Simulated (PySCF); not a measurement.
Two species compared at the same levels of theory.

First species: Br₂GeH₃P.
SMILES: `[PH2][GeH]([Br])[Br]`

Second species: C5H8F5N.
SMILES: `CN(C)CC(F)(F)C(F)(F)F`

Levels: CAM-B3LYP/def2-SVPD for dipole moment, HOMO energy, LUMO energy, HOMO–LUMO gap, static isotropic polarisability and electronic spatial extent ⟨r²⟩ about the centre of nuclear charge; TDDFT CAM-B3LYP/def2-SVPD for lowest singlet excitation; TDA CAM-B3LYP/def2-SVPD for lowest triplet excitation (Tamm–Dancoff); PBE0-D3(BJ)/def2-SVP for rotational constant A and rotational constant C. Geometries: PBE0-D3(BJ)/def2-SVP. Each species is one conformer at its optimised geometry, gas phase, non-relativistic unless stated. Electronic properties by PySCF.

The conformers computed, where there is a choice (atom-mapped SMILES and torsion angles):
- `[PH2:1][GeH:2]([Br:3])[Br:4]`: H–P1–Ge2–Br3 48°, H–P1–Ge2–Br3 -46°
- `[CH3:1][N:2]([CH3:3])[CH2:4][C:5]([F:6])([F:7])[C:8]([F:9])([F:10])[F:11]`: C1–N2–C4–C5 75°, N2–C4–C5–F6 168°, C4–C5–C8–F9 164°

Values for the first species:

* Dipole moment: 2.00 D
* HOMO energy: -9.20 eV
* LUMO energy: -0.80 eV
* HOMO–LUMO gap: 8.40 eV
* Lowest singlet excitation: 5.41 eV
* Lowest triplet excitation (Tamm–Dancoff): 4.57 eV
* Static isotropic polarisability: 103.3 au
* Electronic spatial extent ⟨r²⟩ about the centre of nuclear charge: 1655 bohr²
* Rotational constant A: 1.443 GHz
* Rotational constant C: 0.583 GHz

Problem. Estimate the same properties for the second species, and the change in each.

Solution. 
```json
{"property": "dipole moment", "first": "2.00 D", "second": "3.04 D", "second less first": "+1.04 D"}
{"property": "HOMO energy", "first": "-9.20 eV", "second": "-8.16 eV", "second less first": "+1.04 eV"}
{"property": "LUMO energy", "first": "-0.80 eV", "second": "1.13 eV", "second less first": "+1.93 eV"}
{"property": "HOMO–LUMO gap", "first": "8.40 eV", "second": "9.29 eV", "second less first": "+0.89 eV"}
{"property": "lowest singlet excitation", "first": "5.41 eV", "second": "6.34 eV", "second less first": "+0.93 eV"}
{"property": "lowest triplet excitation (Tamm–Dancoff)", "first": "4.57 eV", "second": "6.16 eV", "second less first": "+1.59 eV"}
{"property": "static isotropic polarisability", "first": "103.3 au", "second": "74.5 au", "second less first": "-28.8 au"}
{"property": "electronic spatial extent ⟨r²⟩ about the centre of nuclear charge", "first": "1655 bohr²", "second": "1625 bohr²", "second less first": "-30 bohr²"}
{"property": "rotational constant A", "first": "1.443 GHz", "second": "1.602 GHz", "second less first": "+0.159 GHz"}
{"property": "rotational constant C", "first": "0.583 GHz", "second": "0.790 GHz", "second less first": "+0.207 GHz"}
```

On the first: No computed singlet falls in the visible range (750 to 380 nm, 1.65 to 3.26 eV); S1 lies 2.15 eV above its blue end. The dipole equals about 6.7 × 10⁻³⁰ C·m (1 D = 3.33564 × 10⁻³⁰ C·m). The calculation is non-relativistic and has no spin–orbit coupling, an omission that weighs most on bromine and germanium.

On the second: No computed singlet falls in the visible range (750 to 380 nm, 1.65 to 3.26 eV); S1 lies 3.08 eV above its blue end. The polarisability is 11.04 Å³ as a volume (1 au = 0.148185 Å³), or 0.83 au for each of the 90 electrons.
